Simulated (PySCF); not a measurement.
Aluminium: a sound run and one with changed settings

Sound run: Al⁺ [Ne] 3s2, Al²⁺ [Ne] 3s1. Computed with PySCF 2.14 in x2c-TZVPall, with scalar relativity by spin-free X2C-1e. In the sound run the correlated levels freeze [Ne]. The sound run starts from symmetry-adapted Hartree-Fock orbitals and uses a fine grid where one is needed.

Changed run: no relativity, point nucleus. This setting is unsound on purpose.

```tsv
species	method	sound run (hartree)	changed run (hartree)	converged
Al⁺	UHF	-242.10475	-241.61155	yes
Al⁺	B3LYP	-242.60738	-242.11312	yes
Al⁺	LDA	-241.52317	-241.02871	yes
Al⁺	MP2	-242.13187	-241.63868	yes
Al⁺	CCSD(T)	-242.14385	-241.65071	yes
Al²⁺	UHF	-241.45947	-240.96759	yes
Al²⁺	B3LYP	-241.91044	-241.41765	yes
Al²⁺	LDA	-240.82677	-240.33385	yes
```

Ionisation energy of Al⁺:

```
 method  sound run (eV)  changed run (eV)
    UHF          17.559            17.523
  B3LYP          18.965            18.925
    LDA          18.950            18.908
    MP2          18.297            18.261
SCS-MP2          18.445            18.409
   CCSD          18.623            18.589
CCSD(T)          18.623            18.589
  CCSDT          18.623            18.589
    FCI          18.623            18.589
```

Most of the change in total energy is the relativistic energy itself. On top of that the contraction fixes the core shape for the Hamiltonian it was made with, so the changed run is not a good calculation with the other Hamiltonian either.

For comparison, NIST gives 18.829 eV between the lowest levels.
